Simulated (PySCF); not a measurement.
## Multinuclear NMR of C6H16NPSi

Atom-mapped SMILES (the numbers label the heavy atoms): `[CH3:1][CH2:2]/[C:3]([SiH3:4])=[P:5]/[N:6]([CH3:7])[CH2:8][CH3:9]`. Each H is labelled by its parent atom.

All values are calculated (PySCF 2.14): structure optimised with GFN2-xTB, NMR shieldings at PBE0/pcSseg-1/GIAO. One conformer, no relativistic terms, equivalent nuclei averaged, no solvent.

**Question.** What are the ³¹P shifts?

**Answer.** 
```csv
atoms,environment,σ (ppm),δ (ppm)
P5,"phosphorus bonded to C, N",-63.3,322.6
```

Shieldings were converted by a linear fit to measured shifts: ³¹P (scatter 18.1 ppm rms vs H3PO4, solution or neat liquid). Occasional misses reach two or three times the rms, and more in compound classes unlike the fitted ones.

On a 300 MHz spectrometer ³¹P resonates near 121.4 MHz, so 1 ppm is 121.4 Hz.

**Question.** Where does ²⁹Si resonate?

**Answer.** 
```
atoms               environment  σ (ppm)  δ (ppm)
  Si4  silicon bonded to C, 3 H    427.5    -71.4
```

Shieldings were converted by a linear fit to measured shifts: ²⁹Si (scatter 8.9 ppm rms, 25.8 ppm with the 6 outliers that the fit left out vs TMS, solution or neat liquid). A few per cent of atoms miss by over 2 rms, more outside the fitted compound classes.

On a 500 MHz spectrometer ²⁹Si resonates near 99.3 MHz, so 1 ppm is 99.3 Hz.

**Question.** What are the ¹⁵N shifts?

**Answer.** 
| atoms | environment | σ (ppm) | δ (ppm) |
| --- | --- | --- | --- |
| N6 | nitrogen bonded to 2 C, P | 187.2 | -320.5 |

Shieldings were converted by a linear fit to measured shifts: ¹⁵N (scatter 6.3 ppm rms vs CH3NO2, solution or neat liquid). A few per cent of atoms miss by over 2 rms, more outside the fitted compound classes.

On a 500 MHz spectrometer ¹⁵N resonates near 50.7 MHz, so 1 ppm is 50.7 Hz.
